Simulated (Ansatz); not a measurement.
The cluster Na₆Cd⁺, relaxed as a doublet with UKS PBE/def2-SVP in Ansatz, starting from the GFN1-xTB geometry. Force threshold 0.02 eV/Å.

In the def2 sets Cd takes a core potential; there is no spin–orbit coupling. The relaxation made no stability test and no search for a lower SCF solution. The structure comes from a short search, and lower isomers may exist.

Start:

Cartesian coordinates in Å:
```
Cd -0.106 0.044 0.114
Na -1.445 -0.608 0.078
Na 0.303 1.065 -0.136
Na 0.356 1.060 1.101
Na 0.657 0.290 -0.790
Na -0.296 -1.068 0.128
Na 0.530 -0.783 -0.496
```

Question: Estimate the energy that the relaxation releases and the steps that it takes.

Answer: 7470.9 kcal/mol, in 24 steps; 1.9 min on 4 threads of Arm Neoverse V1 on a shared host. The force fell under the threshold at step 23, but the optimiser went on. No frequencies were taken in this run, so the end may be a saddle point.

Question: Does the start keep its bonding and symmetry?

Answer: Bonds lost: Na2–Na3, Na2–Na4, Na2–Na7, Na3–Na6, Na4–Na5, Na4–Na6 (atoms count from 1). Metal–metal contacts that move far: Cd1–Na7 1.21 to 3.59 Å, Cd1–Na5 1.21 to 3.58 Å. Point group C2 at the start, C2 at the end, both within 0.05 Å.

Question: Predict the relaxed structure.

Answer: 
```xyz
7

Cd   -0.835    0.347    0.905
Na   -3.284   -0.363   -0.672
Na    0.893    2.534   -0.636
Na    1.235    1.213    2.893
Na   -0.040   -0.446   -2.500
Na   -0.442   -2.721    0.147
Na    2.472   -0.565   -0.136
```
Bond lengths (bridged metal pairs left out): 9 × Na–Na 3.45 to 3.78 Å; 6 × Cd–Na 3.00 to 3.59 Å.
